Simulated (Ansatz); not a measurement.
Be9O9, a nanocrystal cut from wurtzite BeO (bare), relaxed as a singlet with RKS PBE-D4/def2-SVP in Ansatz, starting from the GFN1-xTB geometry. Force threshold 0.03 eV/Å.

Start:

```tsv
atom	x (Å)	y (Å)	z (Å)
Be1	0.254	2.007	0.026
O2	-0.357	1.491	1.466
O3	-1.104	2.075	-0.815
Be4	-1.597	1.325	0.500
Be5	-1.353	0.601	-1.377
O6	-2.118	-0.053	-0.073
Be7	0.133	0.157	2.012
O8	-0.827	-1.120	2.062
Be9	-1.473	-1.252	0.607
O10	1.512	1.380	-0.557
Be11	1.192	0.370	-1.730
O12	-0.251	-0.162	-2.097
Be13	2.024	-0.055	0.068
O14	1.487	-0.555	1.403
O15	1.930	-0.956	-1.248
Be16	0.404	-1.693	1.231
Be17	0.416	-1.461	-1.337
O18	-0.272	-2.099	-0.139
```

```tsv
step	energy (eV)	largest force component (eV/Å)	SCF passes
1	-22024.7692	0.937	19
2	-22024.9645	0.360	23
3	-22024.9960	0.134	20
4	-22025.0033	0.018	24
```

Force components are those of the run's own axes.

End:

```xyz
18

Be    0.272    1.996    0.029
O    -0.361    1.544    1.477
O    -1.102    2.053   -0.794
Be   -1.634    1.322    0.544
Be   -1.343    0.583   -1.384
O    -2.164   -0.035   -0.102
Be    0.138    0.175    2.002
O    -0.805   -1.120    2.039
Be   -1.476   -1.238    0.589
O     1.565    1.388   -0.567
Be    1.188    0.413   -1.770
O    -0.238   -0.191   -2.146
Be    2.011   -0.051    0.089
O     1.501   -0.564    1.458
O     1.907   -0.933   -1.245
Be    0.446   -1.736    1.226
Be    0.398   -1.464   -1.324
O    -0.302   -2.143   -0.121
```

By distances, no bond broke or formed. The bond that changes most is Be17–O18, from 1.52 to 1.55 Å (atoms count from 1).

No frequencies were taken in this run, so the end may be a saddle point.

Hardware: 2 threads of AMD EPYC 7R13 on a shared host and a share (18 GiB) of an NVIDIA H100 80GB HBM3. Wall time 15 s, peak host memory 0.9 GiB.
